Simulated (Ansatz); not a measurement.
A structure relaxed at PBE-D4/def2-SVP in Ansatz, charge 1, doublet:

| atom | x (Å) | y (Å) | z (Å) |
| --- | --- | --- | --- |
| Zn1 | 1.4363 | 0.3037 | -0.2646 |
| Zn2 | -0.0639 | -0.6293 | 3.0706 |
| Zn3 | -0.8974 | 0.8771 | -1.4370 |
| Se4 | 0.2776 | -1.6126 | 0.6546 |
| Se5 | -1.7957 | -1.0771 | -0.4399 |
| Se6 | 1.0431 | 2.1382 | -1.5837 |

Give its formula.

the cluster Zn₃Se₃⁺.

Summarise the bond lengths by kind (pairs closer than 1.2 times the sum of covalent radii, bridged metal pairs left out).

5 × Se–Zn 2.29 to 2.63 Å; 1 × Se–Se 2.40 Å.

The relaxation made no stability test and no search for a lower SCF solution. Another isomer (doublet) lies 0.09 eV lower at PBE0-D4/def2-SVP; other spin states weren't run for this one.
